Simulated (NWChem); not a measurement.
# CH3BeIO; SMILES C[O][Be][I]

```xyz
7

Be     0.0021     1.0543     0.0001
I      0.0013    -1.1257     0.0000
O      0.0018     2.4423     0.0001
C     -0.0022     3.8180    -0.0001
H     -0.5410     4.2123     0.8788
H      1.0266     4.2167     0.0260
H     -0.4956     4.2123    -0.9052
```
Atoms are numbered in this order, from 1.

Geometry: optimised at PBE0/def2-SVP. Not confirmed as a minimum by frequencies. def2 effective core potentials on I; no spin-orbit coupling.

### Question
List the 4 lowest vertical singlet excitations from B3LYP/def2-SVPD with def2 effective core potentials on I, TDA (NWChem).

### Answer
```tsv
state	energy (eV)	oscillator strength	leading excitation (squared amplitude)
S1	5.90	0.057	HOMO → LUMO (0.99)
S2	5.90	0.057	HOMO−1 → LUMO (0.99)
S3	6.36	0.000	HOMO → LUMO+1 (0.49)
S4	6.40	0.000	HOMO−1 → LUMO+1 (0.49)
```
